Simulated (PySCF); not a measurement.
CH7NOSi, SMILES C[Si@H](N)O.

Coordinates come from a B3LYP-D3(BJ)/def2-SVP optimisation. The structure was generated by enumeration; whether it is a known compound was not checked. Other conformers were not sampled.

Two levels are set side by side: PBE/def2-TZVP (PySCF) and r2SCAN/def2-TZVP (PySCF). Same geometry, gas phase. Differences are taken from unrounded values.

| quantity | r2SCAN | PBE | PBE minus r2SCAN |
|---|---|---|---|
| orbital gap (eV) | 7.05 | 6.01 | -1.04 |
| highest occupied level (eV) | -6.32 | -6.01 | 0.31 |
| lowest empty level (eV) | 0.73 | 0.00 | -0.73 |
| dipole moment (D) | 2.20 | 2.17 | -0.03 |
| mean polarisability (bohr³) | 49.0 | 50.7 | 1.7 |

Rough cost on one machine, each run with all the roots and properties that it gave: r2SCAN against PBE about 4 times.
